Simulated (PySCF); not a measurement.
**Radial density of Ar⁺ (argon, charge +1)**

revPBE, [Ne] 3s1 3p5 4s1, high-spin 4P determinant (an excited configuration). Calculation: PySCF 2.14, in dyall-acv3z (19s12p6d4f, 113 functions); scalar relativity by spin-free X2C-1e.

```json
{"r (bohr)": "0.00132", "4πr²ρ (e/bohr)": "0.09837", "4πr²(ρα − ρβ)": "0.0005"}
{"r (bohr)": "0.00222", "4πr²ρ (e/bohr)": "0.2587", "4πr²(ρα − ρβ)": "0.0013"}
{"r (bohr)": "0.00373", "4πr²ρ (e/bohr)": "0.6675", "4πr²(ρα − ρβ)": "0.0034"}
{"r (bohr)": "0.00627", "4πr²ρ (e/bohr)": "1.666", "4πr²(ρα − ρβ)": "0.0086"}
{"r (bohr)": "0.0105", "4πr²ρ (e/bohr)": "3.923", "4πr²(ρα − ρβ)": "0.0201"}
{"r (bohr)": "0.0177", "4πr²ρ (e/bohr)": "8.365", "4πr²(ρα − ρβ)": "0.0423"}
{"r (bohr)": "0.0298", "4πr²ρ (e/bohr)": "15.06", "4πr²(ρα − ρβ)": "0.0731"}
{"r (bohr)": "0.0502", "4πr²ρ (e/bohr)": "20.54", "4πr²(ρα − ρβ)": "0.0890"}
{"r (bohr)": "0.0844", "4πr²ρ (e/bohr)": "18.74", "4πr²(ρα − ρβ)": "0.0715"}
{"r (bohr)": "0.142", "4πr²ρ (e/bohr)": "14.57", "4πr²(ρα − ρβ)": "0.1648"}
{"r (bohr)": "0.239", "4πr²ρ (e/bohr)": "19.76", "4πr²(ρα − ρβ)": "0.4461"}
{"r (bohr)": "0.402", "4πr²ρ (e/bohr)": "16.92", "4πr²(ρα − ρβ)": "0.1412"}
{"r (bohr)": "0.676", "4πr²ρ (e/bohr)": "5.144", "4πr²(ρα − ρβ)": "0.4198"}
{"r (bohr)": "1.14", "4πr²ρ (e/bohr)": "4.999", "4πr²(ρα − ρβ)": "1.8433"}
{"r (bohr)": "1.91", "4πr²ρ (e/bohr)": "2.315", "4πr²(ρα − ρβ)": "0.7091"}
{"r (bohr)": "3.22", "4πr²ρ (e/bohr)": "0.4847", "4πr²(ρα − ρβ)": "0.3635"}
{"r (bohr)": "5.41", "4πr²ρ (e/bohr)": "0.1226", "4πr²(ρα − ρβ)": "0.1218"}
{"r (bohr)": "9.10", "4πr²ρ (e/bohr)": "0.0005072", "4πr²(ρα − ρβ)": "0.0005"}
```

Densities and radii are taken from the X2C orbitals without a picture-change correction, which distorts them close to the nucleus.

The outer electron is Rydberg-like, and this basis confines it to a smaller radius and binds it less than a complete one would.
